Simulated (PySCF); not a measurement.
Ge(H)3(NHtBu), SMILES CC(C)([NH][GeH3])C, singlet, GFN2-xTB optimised geometry.

```
19

Ge    -0.02     0.75     0.00
N     -0.60     0.05     1.56
C     -0.50    -1.34     1.98
C     -1.58    -2.20     1.31
C      0.88    -1.86     1.59
C     -0.66    -1.39     3.50
H     -0.48     0.06    -1.26
H     -0.53     2.15     0.00
H      1.48     0.75     0.00
H     -1.49     0.43     1.87
H     -1.48    -2.15     0.23
H     -1.49    -3.24     1.62
H     -2.57    -1.84     1.59
H      1.03    -2.88     1.96
H      1.65    -1.22     2.01
H      0.99    -1.87     0.50
H     -0.54    -2.41     3.86
H      0.09    -0.77     3.97
H     -1.64    -1.03     3.79
```

Density from PySCF with PBE0/def2-SVP at that geometry.

Minimum of the electron density along straight lines between bonded atoms, close to the bond critical point (lines longer than 1.1 times the sum of covalent radii, or with two minima, are not listed):

| bond | length / Å | ρ at the minimum / e bohr⁻³ | ∇²ρ there / e bohr⁻⁵ | position (fraction from the first atom) |
|---|---|---|---|---|
| Ge1–N2 | 1.805 | 0.146 | 0.48 | 0.47 |
| N2–C3 | 1.457 | 0.265 | -0.74 | 0.61 |
| C3–C4 | 1.534 | 0.245 | -0.56 | 0.50 |
| C3–C5 | 1.525 | 0.249 | -0.58 | 0.50 |
| C3–C6 | 1.533 | 0.245 | -0.57 | 0.50 |
| Ge1–H7 | 1.511 | 0.138 | 0.07 | 0.59 |
| Ge1–H8 | 1.493 | 0.143 | 0.08 | 0.59 |
| Ge1–H9 | 1.495 | 0.143 | 0.08 | 0.59 |
| N2–H10 | 1.012 | 0.333 | -1.51 | 0.76 |
| C4–H11 | 1.089 | 0.275 | -1.00 | 0.62 |
| C4–H12 | 1.087 | 0.276 | -1.00 | 0.62 |
| C4–H13 | 1.089 | 0.275 | -0.99 | 0.62 |
| C5–H14 | 1.087 | 0.276 | -1.01 | 0.62 |
| C5–H15 | 1.087 | 0.277 | -1.02 | 0.63 |
| C5–H16 | 1.090 | 0.274 | -0.98 | 0.62 |
| C6–H17 | 1.087 | 0.276 | -1.01 | 0.62 |
| C6–H18 | 1.087 | 0.277 | -1.02 | 0.63 |
| C6–H19 | 1.088 | 0.275 | -0.99 | 0.62 |
